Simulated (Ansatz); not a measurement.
Mulliken charges of ClFMoOS, SMILES `[O]=[Mo]([F])(=[S])[Cl]` from r2SCAN/def2-TZVPP in Ansatz (PBE0-D4/def2-TZVP geometry).

| atom | x (Å) | y (Å) | z (Å) | charge (e) |
| --- | --- | --- | --- | --- |
| O1 | -0.347 | -0.113 | 1.676 | -0.444 |
| Mo2 | 0.061 | -0.068 | 0.069 | 1.343 |
| F3 | 1.597 | -1.027 | -0.225 | -0.357 |
| S4 | -1.520 | -0.932 | -0.998 | -0.287 |
| Cl5 | 0.258 | 2.067 | -0.563 | -0.254 |

Question: By hand: the dipole of these point charges (1 e Å = 4.8032 D).

Answer: Σ q r = (0.037, 0.068, -0.142) e Å, of length 0.162 e Å = 0.78 D.

Question: How does the dipole of the full density compare? (Estimate.)

Answer: Computed: (0.057, 0.093, -0.125) e Å, 0.80 D; the point charges give 0.97 times that, at 13° from its direction.

Point charges leave out the atoms' own dipoles, such as those of lone pairs, and Mulliken's split depends on the basis, so the close match here is no proof of good charges.
